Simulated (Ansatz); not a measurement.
Frontier orbitals of GaH6NSi2 (`[NH]1[SiH2][SiH2][GaH]1`).

```xyz
10

N    -0.8563   -0.3028   -1.0719
Si    0.8173    0.1597   -0.9699
Si    0.6847    0.2771    1.3745
Ga   -1.5231   -0.3740    0.6627
H    -1.3404   -0.4907   -1.9379
H     1.1293    1.4405   -1.6707
H     1.7565   -0.8630   -1.5185
H     0.8465    1.6210    1.9931
H     1.4865   -0.7098    2.1478
H    -3.0010   -0.7583    0.9908
```

The species carries charge 0 and has multiplicity 1. Correlated methods include outer-core shells of Ga, which these sets cover unevenly. Scalar relativity is left out up to krypton. All single points use the PBE0-D4/def2-TZVP geometry. Basis def2-TZVPP, the Gaussian-basis code of Ansatz.

Orbital energies of one run (eV). Highest occupied ones, from the top: -6.01, -6.32, -7.13, -7.94, -8.16, -8.82, -9.81, -11.46, -12.13, -13.82, -19.25, -19.66, -19.77, -19.77. Empty: -2.22, -1.03, -0.82, -0.16, -0.02, 0.54.

(1) Which functional gave them?
A. PBE
B. ωB97M-V
C. r2SCANh
D. BHLYP

Answers

(1) A. HOMO energies: PBE -6.01, ωB97M-V -8.89, r2SCANh -6.57, BHLYP -7.81 eV.
